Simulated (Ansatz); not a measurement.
[MoO4]2- (MoO4²⁻). The state is a singlet with charge -2. Geometry relaxed at PBE-D4/def2-SVPD.

```xyz
5

Mo    0.000    0.000    0.000
O    -0.700    1.138    1.198
O     1.048    0.904   -1.142
O    -1.324   -0.801   -0.909
O     0.976   -1.241    0.853
```

In the def2 sets Mo takes a core potential; there is no spin–orbit coupling. A multiply charged anion in the gas phase is held together partly by the finite basis. The relaxation made no stability test and no search for a lower SCF solution.

Estimate the harmonic wavenumbers at RKS PBE-D4/def2-SVPD (Ansatz, unscaled). Is this a minimum?

291, 291, 308, 308, 308, 795, 795, 795, 839 cm⁻¹. Yes, no mode is imaginary beyond noise. Zero-point energy 28.3 kJ/mol. Hardware: 4 threads of Arm Neoverse V1 on a shared host. Wall time 27 s.
